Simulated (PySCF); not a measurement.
C8H7 (charge +1).
Cartesian coordinates in Å at the PBE0-D3(BJ)/def2-SVP level; atoms count from 1:
```
atom  x, y, z in Å
C1    -0.8058    2.7135    0.4830
C2    -0.5717    1.5506    0.2484
C3    -0.2952    0.1670   -0.0313
C4     1.0412   -0.2769    0.1553
C5     2.3488   -0.0091    0.5134
C6     2.0168   -1.2575    0.1251
C7    -1.3982   -0.9073    0.2325
C8    -1.1003   -0.5657   -1.1495
H9    -1.0213    3.7485    0.6915
H10    3.1018    0.7004    0.8614
H11    2.3186   -2.2888   -0.0695
H12   -2.2795   -0.4772    0.7143
H13   -1.0574   -1.8612    0.6428
H14   -0.5380   -1.2654   -1.7730
H15   -1.7634    0.1143   -1.6897
```

Hirshfeld charges (e) from the PBE0/pcSseg-1 density (PySCF), one withheld:

```csv
atom,bonded to,charge
C1,C2 H9,-0.0497
C2,C1 C3,-0.0541
C3,C2 C4 C7 C8,+0.0322
C4,C3 C5 C6,?
C5,C4 C6 H10,+0.1170
C6,C5 C4 H11,+0.1112
C7,C3 C8 H12 H13,-0.0227
C8,C7 C3 H14 H15,-0.0231
H9,C1,+0.1252
H10,C5,+0.1509
H11,C6,+0.1471
H12,C7,+0.0906
H13,C7,+0.0770
H14,C8,+0.0771
H15,C8,+0.0908
```

Question: What is the charge on C4?

Answer: The charges add up to the total charge, 1. The others sum to +0.8695, which leaves +0.1305 e for C4 (unsaturated ring carbon); the computed value is +0.1306, the difference coming from rounding and the integration grid.

Question: Add each hydrogen's charge to the atom that carries it.

Answer: C1 +0.0755, C5 +0.2679, C6 +0.2583, C7 +0.1449, C8 +0.1448. Atoms without hydrogen keep their charges.

Question: Across which bond do the charges differ most?

Answer: H9–C1: +0.1252 on H9 against -0.0497 on C1, a difference of 0.1749 e. The lower charge is on the more electronegative element of the two (Pauling values: C 2.55, H 2.20).

Question: Take the bonds between elements whose Pauling electronegativities differ by more than 0.25. In how many does the more electronegative atom carry the lower charge?

Answer: In 7 of 7.

Question: How much positive and how much negative charge does this set hold in all?

Answer: +1.1497 e on 11 atoms and -0.1496 e on 4.

The Hirshfeld scheme divides the density at each point in proportion to the densities of the neutral, spherically averaged free atoms. One conformer (not necessarily the lowest) at the PBE0-D3(BJ)/def2-SVP geometry, without solvent, vibrations or thermal averaging.
